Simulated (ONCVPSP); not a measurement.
**An all-electron radial function and its pseudo partner (Sr (Z = 38))**

Columns: radius, all-electron u(r) and pseudo u(r) of the 4p shell (level -22.86 eV) of strontium in the configuration [Ar] 3d10 4s2 4p6 5s2; LDA (Perdew-Wang 92), scalar-relativistic, ONCV scheme, ONCVPSP 4.0.1.

| r (bohr) | all-electron | pseudo |
| --- | --- | --- |
| 0.110 | 0.2553 | 0.0146 |
| 0.220 | -0.1623 | 0.0565 |
| 0.330 | -0.4300 | 0.1216 |
| 0.440 | -0.3824 | 0.2068 |
| 0.550 | -0.1576 | 0.3088 |
| 0.660 | 0.1175 | 0.4209 |
| 0.770 | 0.3731 | 0.5331 |
| 0.880 | 0.5791 | 0.6367 |
| 0.990 | 0.7284 | 0.7274 |
| 1.100 | 0.8246 | 0.8026 |
| 1.210 | 0.8758 | 0.8568 |
| 1.320 | 0.8914 | 0.8829 |
| 1.430 | 0.8804 | 0.8786 |
| 1.540 | 0.8501 | 0.8500 |
| 1.650 | 0.8070 | 0.8070 |
| 1.760 | 0.7560 | 0.7559 |
| 1.870 | 0.7007 | 0.7006 |
| 1.980 | 0.6438 | 0.6438 |
| 2.090 | 0.5875 | 0.5874 |
| 2.200 | 0.5329 | 0.5329 |
| 2.310 | 0.4811 | 0.4811 |
| 2.420 | 0.4326 | 0.4325 |
| 2.530 | 0.3876 | 0.3876 |
| 2.640 | 0.3463 | 0.3463 |
| 2.750 | 0.3086 | 0.3086 |
| 2.860 | 0.2745 | 0.2745 |

How many radial nodes do the two functions have?

The all-electron 4p function has n − l − 1 = 2; the pseudo-wave has 0, since the states of the same l below it are removed with the core.

At about which radius was the pseudo-wave matched?

1.60 bohr, where the columns begin to agree (steps of 0.11 bohr).

Where does each function peak?

Outermost all-electron maximum near 1.32 bohr, pseudo maximum near 1.32 bohr (to the table’s step).

Is the pseudo-wave norm-conserving?

Yes: the ONCV scheme keeps the norm inside the radius equal to the all-electron one, which fixes the energy derivative of the logarithmic derivative at the level.
